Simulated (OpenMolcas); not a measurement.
**4s² 4p along the 31-electron sequence**

- Program: OpenMolcas
- Method: MS-CASPT2, IPEA 0.25 Eh, imaginary shift 0.1 Eh
- Basis: ANO-R2
- Scalar Hamiltonian: X2C, finite nucleus
- Spin-orbit coupling: RASSI with atomic mean-field integrals over the reference wave functions, term energies averaged over their components

Active space for each ion: 3 electrons in 4 orbitals (4s 4p); closed shells correlated by CASPT2: 3d.

Computed levels in cm-1 above ²P°_1/2:

```tsv
Level	Se3+	Br4+	Kr5+
²P°_3/2	3900	5530	7450
weight of ²P° in the lowest level (%)	100	100	100
```

Measured, with the error of the calculation in %. Measured levels: Se3+, Br4+ from Moore, Atomic Energy Levels, vol. II, NSRDS-NBS 35 (1971 reprint of NBS Circular 467, 1952); Kr5+ from Saloman, J. Phys. Chem. Ref. Data 36, 215 (2007).

```json
{"Level": "²P°_3/2", "Se3+": "4376 (-11.0)", "Br4+": "6090 (-9.2)", "Kr5+": "8110 (-8.1)"}
```

The fine-structure level ²P°_3/2 changes by a factor of 1.91 from Se3+ to Kr5+. Its fourth root runs 7.90, 8.62, 9.29, with steps per unit of Z of 0.72, 0.67; equal steps would mean a (Z - σ)^4 law with constant σ.

Over all roots computed the reference weight is 0.88 to 0.97 in Se3+, 0.88 to 0.97 in Br4+, 0.89 to 0.98 in Kr5+; the roots of lowest weight are the least certain, and an intruder state may touch them. Measured partners are found by configuration, term and J. A level has none where our copy of the source lacks it or the pairing is in doubt (some pairs that miss far off the trend of their configuration count as doubtful), and it then counts in no deviation. Only configurations of the active space appear.

° marks odd parity.
